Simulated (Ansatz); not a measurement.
Harmonic frequencies (cm⁻¹) at PBE0-D4/def2-TZVP from Ansatz: 53, 122, 195, 219, 340, 357, 464, 558, 608, 697, 736, 859, 873, 882, 992, 1006, 1061, 1210, 1266, 1286, 1344, 1396, 1404, 1445, 1458, 1474, 1497, 1499, 1639, 3009, 3033, 3041, 3050, 3096, 3106, 3112, 3115, 3611, 3709.

Each molecule was computed in one conformer, which needn't be the lowest.

**Question.** Which molecule is it?
A. `CBN(C)C`
B. `CC(C)BN`
C. `CCB(C)N`
D. `BN(C)CC`

**Answer.** C.
